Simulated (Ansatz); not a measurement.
Job for Ansatz (an electronic-structure program): R-PBE0/def2-TZVPP on Pb2, 2S+1 = 1, a spin state set in the input, which need not be the lowest, a point of a bond scan (R = 2.911 Å). Elements past Kr take the def2 small-core potentials; no spin–orbit coupling.

Ansatz 0.2 input:
```yaml
crystal:
  periodic: [false, false, false]
  atoms:
    - {symbol: Pb, position_ang: [0.00000000, 0.00000000, 0.00000000]}
    - {symbol: Pb, position_ang: [0.00000000, 0.00000000, 2.91090900]}
basis:
  gaussian:
    orbitals: def2-TZVPP
    pivot_positions_ang: [[0.00000000, 0.00000000, 0.00000000], [0.00000000, 0.00000000, 2.91090900]]
hamiltonian:
  xc: {name: PBE0}
output: {forces: true, orbitals: {seedname: ./end}}
```

Output:

```
WARN ansatz: RAYON_NUM_THREADS=1 ignored (pool sized by the plan → 1); use --threads N
Functional definition: PBE0
integrals: 0.03 GiB planned
860 factors; their error is unknown
mean field: 0.31 GiB planned
mean field evaluation 1: about -10495.9700 eV, gradient 8.6e0 eV
mean field evaluation 2: about -10496.0186 eV, gradient 9.6e0 eV
mean field evaluation 4: about -10496.1694 eV, gradient 3.1e-1 eV
mean field evaluation 8: about -10496.2540 eV, gradient 2.4e-3 eV
mean field evaluation 16: about -10496.2547 eV, gradient 7.5e-2 eV
mean field -10496.25395005 eV, -385.7302180480 hartree, gradient 3.5e-6 eV, S^2 0.000000; 2 other end points of the search recorded, 0 dependent functions left out
the calculation of the forces begins
reference -10496.25397288 eV, -385.7302188870 hartree; 22, 22 occupied and 78, 78 virtual orbitals, 860 factors
Total energy: -10496.25397288 eV, -385.7302188870 hartree
Atom 0 at     0.000000     0.000000     0.000000 Å, force    -0.000000    -0.000000     0.081499 eV/Å
Atom 1 at     0.000000     0.000000     2.910909 Å, force     0.000000     0.000000    -0.081499 eV/Å
Dipole moment:    -0.000000    -0.000000     0.000000 e Å
```

Self-consistency was reached.

Cost: very roughly 2.5 core-seconds.
